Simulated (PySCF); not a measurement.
PySCF input for Zr(Cl)2(SH)2 (Cl2H2S2Zr), SMILES [SH][Zr]([SH])([Cl])[Cl], multiplicity 1, TDA-PBE/def2-SVPD. Coordinates come from a PBE0-D3(BJ)/def2-SVP optimisation. The multiplicity is an assumed one; no other spin state was optimised. The structure was generated by enumeration; whether it is a known compound was not checked. The def2 effective core potentials stand for the cores of Zr; spin–orbit coupling is left out. The values are those of a single conformer.

```python
import numpy as np
from pyscf import gto, scf, dft, tdscf

mol = gto.M(
    atom='''
    Zr    0.05729139   -0.00968527    0.01891037
    Cl    1.39260546    0.96274669   -1.63394224
    Cl    1.13672232   -0.16148724    2.08126087
    S    -0.74620503   -2.17232448   -0.67700658
    H    -0.77083453   -1.73799324   -1.96277657
    S    -1.95864370    1.30291517    0.24290612
    H    -1.24181380    2.41454218    0.54755194
    ''',
    basis='def2-SVPD',
    ecp={'Zr': 'def2-svp'},
    charge=0,
    spin=0,
    max_memory=1600,
    verbose=4,
)
mf = dft.RKS(mol, xc='pbe').density_fit(auxbasis='def2-universal-jkfit')
mf.grids.level = 3
mf.conv_tol = 1e-9
mf.max_cycle = 100
mf.kernel()
mf.grids = dft.Grids(mol).set(level=1).build(with_non0tab=True)  # coarser grid for the response kernel
td = tdscf.TDA(mf)
td.singlet = True
td.nstates = 10
td.conv_tol = 1e-4
td.positive_eig_threshold = 1e-6
td.kernel(x0=td.get_init_guess(mf, 15))
td.analyze()
tt = tdscf.TDA(mf)
tt.singlet = False
tt.nstates = 4
tt.conv_tol = 1e-4
tt.positive_eig_threshold = 1e-6
tt.kernel(x0=tt.get_init_guess(mf, 9))
tt.analyze(verbose=3)
```

Output:

```
PySCF version 2.14.0

[INPUT] verbose = 4
[INPUT] num. atoms = 7
[INPUT] num. electrons = 80
[INPUT] charge = 0
[INPUT] spin (= nelec alpha-beta = 2S) = 0
[INPUT] symmetry False subgroup None
[INPUT] Mole.unit = angstrom
[INPUT] Symbol           X                Y                Z      unit          X                Y                Z       unit  Magmom
[INPUT]  1 Zr     0.057291390000  -0.009685270000   0.018910370000 AA    0.108265036396  -0.018302507742   0.035735420214 Bohr   0.0
[INPUT]  2 Cl     1.392605460000   0.962746690000  -1.633942240000 AA    2.631642918974   1.819327571432  -3.087703336958 Bohr   0.0
[INPUT]  3 Cl     1.136722320000  -0.161487240000   2.081260870000 AA    2.148093864480  -0.305166656212   3.933013038074 Bohr   0.0
[INPUT]  4 S     -0.746205030000  -2.172324480000  -0.677006580000 AA   -1.410123139473  -4.105098320888  -1.279357020728 Bohr   0.0
[INPUT]  5 H     -0.770834530000  -1.737993240000  -1.962776570000 AA   -1.456666149058  -3.284331229945  -3.709110161013 Bohr   0.0
[INPUT]  6 S     -1.958643700000   1.302915170000   0.242906120000 AA   -3.701300168605   2.462152834841   0.459026040781 Bohr   0.0
[INPUT]  7 H     -1.241813800000   2.414542180000   0.547551940000 AA   -2.346687979705   4.562823436410   1.034723205574 Bohr   0.0

nuclear repulsion = 430.106807957459
number of shells = 64
number of NR pGTOs = 260
number of NR cGTOs = 158
basis = def2-SVPD
ecp = {'Zr': 'def2-svp'}


[settings echo left out]
init E= -1758.18062992362
  HOMO = -0.470253170895826  LUMO = -0.428958375678877  gap/eV = 1.12369
cycle= 1 E= -1760.62960625263  delta_E= -2.45  |g|= 3.62  |ddm|= 5.46
  HOMO = -0.0298760750927161  LUMO = 0.00906538210848251  gap/eV = 1.05965
cycle= 2 E= -1737.13107637134  delta_E= 23.5  |g|= 5.94  |ddm|= 13.1
  HOMO = -0.345285565200245  LUMO = -0.284242501128185  gap/eV = 1.66107
cycle= 3 E= -1762.71499598432  delta_E= -25.6  |g|= 2.18  |ddm|= 12.7
  HOMO = -0.229404582022138  LUMO = -0.222335615593636  gap/eV = 0.19236
cycle= 4 E= -1756.26090694806  delta_E= 6.45  |g|= 4.86  |ddm|= 5.06
  HOMO = -0.239083576277707  LUMO = -0.193517374849206  gap/eV = 1.23992
cycle= 5 E= -1763.44010898088  delta_E= -7.18  |g|= 1.46  |ddm|= 4.43
  HOMO = -0.232970886667923  LUMO = -0.157225147956682  gap/eV = 2.06115
cycle= 6 E= -1763.47227514889  delta_E= -0.0322  |g|= 1.41  |ddm|= 2.49
  HOMO = -0.249480115664567  LUMO = -0.147262606991351  gap/eV = 2.78148
cycle= 7 E= -1764.05167743678  delta_E= -0.579  |g|= 0.261  |ddm|= 1.65
  HOMO = -0.268214049089183  LUMO = -0.133242608278938  gap/eV = 3.67276
cycle= 8 E= -1764.05393060201  delta_E= -0.00225  |g|= 0.255  |ddm|= 0.597
  HOMO = -0.252953137400568  LUMO = -0.129474805395873  gap/eV = 3.36002
cycle= 9 E= -1764.07452471739  delta_E= -0.0206  |g|= 0.0596  |ddm|= 0.382
  HOMO = -0.258019482628543  LUMO = -0.128827835132517  gap/eV = 3.51548
cycle= 10 E= -1764.07566015438  delta_E= -0.00114  |g|= 0.0172  |ddm|= 0.0954
  HOMO = -0.2567808457344  LUMO = -0.127438893621038  gap/eV = 3.51957
cycle= 11 E= -1764.0757525655  delta_E= -9.24e-05  |g|= 0.00604  |ddm|= 0.031
  HOMO = -0.256727814002567  LUMO = -0.127664803530945  gap/eV = 3.51198
cycle= 12 E= -1764.07576393146  delta_E= -1.14e-05  |g|= 0.00151  |ddm|= 0.00789
  HOMO = -0.256787736685135  LUMO = -0.127749846277015  gap/eV = 3.51130
cycle= 13 E= -1764.0757645785  delta_E= -6.47e-07  |g|= 0.000308  |ddm|= 0.00213
  HOMO = -0.256798641721316  LUMO = -0.127765170000307  gap/eV = 3.51118
cycle= 14 E= -1764.07576461338  delta_E= -3.49e-08  |g|= 8.49e-05  |ddm|= 0.000544
  HOMO = -0.256792280749486  LUMO = -0.127759574030423  gap/eV = 3.51116
cycle= 15 E= -1764.07576461569  delta_E= -2.31e-09  |g|= 1.52e-05  |ddm|= 0.000125
  HOMO = -0.256793379793062  LUMO = -0.127759837530513  gap/eV = 3.51118
cycle= 16 E= -1764.07576461576  delta_E= -7.37e-11  |g|= 5.83e-06  |ddm|= 2.76e-05
  HOMO = -0.256792768510223  LUMO = -0.127759185949613  gap/eV = 3.51118
Extra cycle  E= -1764.07576461574  delta_E= 2.55e-11  |g|= 1.05e-05  |ddm|= 2.05e-05
converged SCF energy = -1764.07576461574
tot grids = 38416
Overwritten attributes  positive_eig_threshold  of <class 'pyscf.tdscf.rks.TDA'>


******** <class 'pyscf.tdscf.rks.TDA'> for <class 'pyscf.df.df_jk.DFRKS'> ********
nstates = 10 singlet
deg_eia_thresh = 1.000e-03
wfnsym = None
conv_tol = 0.0001
eigh lindep = 1e-12
eigh level_shift = 0
eigh max_cycle = 100


Excitation energies (eV)
[3.59047231 3.74640677 3.88187551 4.34568498 4.4458125  4.55404182
 4.63822028 4.76005533 4.79147982 4.80422182]

** Singlet excitation energies and oscillator strengths **
Excited State   1:      3.59047 eV    345.31 nm  f=0.0044
      40 -> 41       -0.62201
      40 -> 42        0.32278
Excited State   2:      3.74641 eV    330.94 nm  f=0.0127
      40 -> 41       -0.29394
      40 -> 42       -0.60565
      40 -> 44       -0.14636
Excited State   3:      3.88188 eV    319.39 nm  f=0.0034
      39 -> 41        0.60184
      39 -> 42        0.35542
Excited State   4:      4.34568 eV    285.30 nm  f=0.0382
      38 -> 41       -0.16031
      39 -> 41        0.29755
      39 -> 42       -0.52523
      39 -> 43       -0.14273
      39 -> 45       -0.18311
Excited State   5:      4.44581 eV    278.88 nm  f=0.0014
      38 -> 41        0.11386
      40 -> 43       -0.63021
      40 -> 44       -0.24376
Excited State   6:      4.55404 eV    272.25 nm  f=0.0042
      38 -> 41       -0.65193
      39 -> 44        0.12429
      40 -> 43       -0.14521
Excited State   7:      4.63822 eV    267.31 nm  f=0.0009
      37 -> 41       -0.12509
      38 -> 42       -0.67109
Excited State   8:      4.76006 eV    260.47 nm  f=0.0013
      37 -> 41       -0.34829
      39 -> 43        0.49642
      39 -> 44       -0.14128
      40 -> 44        0.17203
      40 -> 45        0.24940
Excited State   9:      4.79148 eV    258.76 nm  f=0.0015
      37 -> 41        0.27052
      37 -> 42        0.16795
      39 -> 43        0.39511
      40 -> 45       -0.46240
Excited State  10:      4.80422 eV    258.07 nm  f=0.0035
      37 -> 41        0.43639
      37 -> 42        0.13197
      39 -> 44        0.19671
      40 -> 44        0.12662
      40 -> 45        0.43643

** Transition electric dipole moments (AU) **
state          X           Y           Z        Dip. S.      Osc.
  1        -0.1640     -0.0361      0.1458      0.0495      0.0044
  2        -0.3351      0.1383     -0.0804      0.1379      0.0127
  3         0.1093     -0.0538     -0.1448      0.0358      0.0034
  4        -0.0153     -0.5824     -0.1407      0.3592      0.0382
  5        -0.0668     -0.0582     -0.0691      0.0126      0.0014
  6        -0.0019      0.1765      0.0782      0.0373      0.0042
  7         0.0212     -0.0840     -0.0234      0.0081      0.0009
  8        -0.0036     -0.0986     -0.0383      0.0112      0.0013
  9         0.0332      0.0051     -0.1084      0.0129      0.0015
 10        -0.0312      0.0667      0.1562      0.0298      0.0035

WARN: ECP detected. Skipping calculation of transition velocity and magnetic dipole moments, which have not yet been implemented.



******** <class 'pyscf.tdscf.rks.TDA'> for <class 'pyscf.df.df_jk.DFRKS'> ********
nstates = 4 triplet
deg_eia_thresh = 1.000e-03
wfnsym = None
conv_tol = 0.0001
eigh lindep = 1e-12
eigh level_shift = 0
eigh max_cycle = 100


Excitation energies (eV)
[3.38701516 3.50643024 3.56895978 3.76094721]

** Triplet excitation energies and oscillator strengths **
Excited State   1:      3.38702 eV    366.06 nm  f=0.0000
Excited State   2:      3.50643 eV    353.59 nm  f=0.0000
Excited State   3:      3.56896 eV    347.40 nm  f=0.0000
Excited State   4:      3.76095 eV    329.66 nm  f=0.0000
```

The run converged.
